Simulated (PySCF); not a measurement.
Electron correlation in Pd²⁺ (palladium, charge +2)

[Kr] 4d7 5s1, high-spin 5F determinant (an excited configuration). Calculation: PySCF 2.14, in x2c-TZVPPall (8s6p6d2f1g, 79 functions); scalar relativity by spin-free X2C-1e. Frozen: [Kr]; 8 electrons correlated.

| level | correlation energy (mhartree) |
| --- | --- |
| CCSD | -185.62 |
| (T) | -3.98 |
| CCSD(T) | -189.60 |

Diagnostics: T1 = 0.0047, D1 = 0.0172, largest double amplitude 0.024.

Cost of the coupled-cluster step: roughly 9 core-seconds, for 8 correlated electrons.
